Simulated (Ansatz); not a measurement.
System: GeHCl₂, charge 0, doublet. GeHCl2 (SMILES [Cl][GeH][Cl], doublet).
B3LYP-D3(BJ)/def2-TZVP minimum from Ansatz (a first-principles code):
```xyz
4

Ge    -0.0828     0.5378     0.3317
Cl     1.8280    -0.3165    -0.2602
Cl    -1.6624    -0.7210    -0.4752
H     -0.1658     0.4271     1.8880
```
Charge 0, spin multiplicity 2.

Total energies in hartree (Ansatz). Radicals and triplets start from unrestricted determinants; spin-orbit coupling is neglected. Cores are frozen in correlated methods (noble-gas shells, and filled d and f shells in the p block). No relativity. For partners of very few electrons the exact lower level stands in for a higher one.

```tsv
species	HF/def2-TZVPP	CCSD(T)/def2-TZVPP	HF/def2-QZVPP	CCSD(T)/def2-QZVPP	CCSD(T)/def2-SVP	CCSDT(Q)/def2-SVP
1: GeHCl2 (SMILES [GeH]([Cl])[Cl], doublet)	-2995.03646	-2995.57014	-2995.10414	-2995.68499	-2994.83440	-2994.83618
2: Ge (triplet)	-2075.32100	-2075.38759	-2075.36298	-2075.43218	-2075.11580	-2075.11612
3: Cl (doublet)	-459.47685	-459.66464	-459.48954	-459.69535	-459.44599	-459.44629
4: H (doublet)	-0.49981	-0.49981	-0.49998	-0.49998	-0.49928	-0.49928
```

Task: Work out the atomisation energy (electronic, to ground-state atoms) in kJ/mol: take Hartree-Fock from def2-QZVPP, extrapolate the CCSD(T) correlation energy as X^-3 (X = 3, 4), and add CCSDT(Q) - CCSD(T) in def2-SVP. 1 hartree = 2625.5 kJ/mol.

Result: 
Species 1: correlation (64·(-0.58085) - 27·(-0.53368))/37 = -0.61527; step -0.00178; E1 = -2995.10414 + (-0.61527) + (-0.00178) = -2995.72119
Species 2: correlation (64·(-0.06920) - 27·(-0.06659))/37 = -0.07110; step -0.00032; E2 = -2075.36298 + (-0.07110) + (-0.00032) = -2075.43440
Species 3: correlation (64·(-0.20581) - 27·(-0.18779))/37 = -0.21896; step -0.00030; E3 = -459.48954 + (-0.21896) + (-0.00030) = -459.70880
Species 4: correlation (64·(0.00000) - 27·(0.00000))/37 = 0.00000; step +0.00000; E4 = -0.49998 + (0.00000) + (+0.00000) = -0.49998
-1·E1 +1·E2 +2·E3 +1·E4 = 0.36921 hartree = 969.4 kJ/mol.
